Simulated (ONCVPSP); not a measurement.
## What one change does to a pseudopotential (antimony (Sb), ONCV)

Sb, optimised norm-conserving Vanderbilt (ONCV), made with ONCVPSP 4.0.1 (PBE, scalar-relativistic). Core [Kr], reference 4d10 5s2 5p3. Waves: 5s: rc 2.00 bohr, ncon 4, nbas 7, qcut 3 1/bohr, 2 projectors, debl 0.7 Ha; 5p: rc 2.05 bohr, ncon 4, nbas 8, qcut 3.5 1/bohr, 2 projectors, debl 3 Ha; 4d: rc 1.45 bohr, ncon 4, nbas 8, qcut 9.1 1/bohr, 3 projectors, debl 1.9 Ha. Local part: polynomial inside 1.30 bohr (lpopt 5, dvloc0 3 Ha). Core correction: none.

Change: all radii scaled by about 1.31 (s 2.60, p 2.68, d 1.90 bohr); local potential polynomial inside 1.70 bohr (lpopt 5, dvloc0 3 Ha).

Cutoffs: the cutoffs (Ha) at which the residual kinetic energy of the hardest occupied pseudo-wave falls to 1 and 0.1 mHa per electron; they do not see the model core or the augmentation charge, which bear on the density cutoff. Errors are all-electron minus pseudo energies relative to the spin-unpolarised reference configuration.

**Question.** What does the change do?

**Answer.** The potential gets softer (36 Ha and 43 Ha → 30 Ha and 33 Ha); the bound ghost in s disappears; of the 4 tests that both files solve, the error grows in 3 and shrinks in 0 by more than 15 % and 0.3 meV (median size 7.0 → 17.7 meV). A larger radius leaves more room for a smooth pseudo-wave, so fewer plane waves are needed. More of the atom is replaced by a form fitted at one configuration, so other configurations suffer.

```csv
quantity,base,changed
"cutoff, loose",36 Ha,30 Ha
"cutoff, tight",43 Ha,33 Ha
loose cutoff by channel,"s 21 Ha, p 6.0 Ha, d 36 Ha","s 5.7 Ha, p 4.2 Ha, d 30 Ha"
bound ghosts,s,none
GHOST(+) flags under 300 eV,p at 103.8 eV,s at 72.9 eV
"error for 4d10 5s2 5p2, meV [ΔE 8.32 eV]",-2.9,-2.7
"error for 4d10 5s2 5p1, meV [ΔE 24.29 eV]",-7.7,-11
"error for 4d10 5s2 5p0, meV [ΔE 48.70 eV]",-6.2,-25
"error for 4d10 5s1 5p0, meV [ΔE 92.99 eV]",+50,-82
```

 A true bound ghost makes a file unfit for plane-wave use even where its test errors are small: the radial tests pick states by their node count and pass the ghost by.
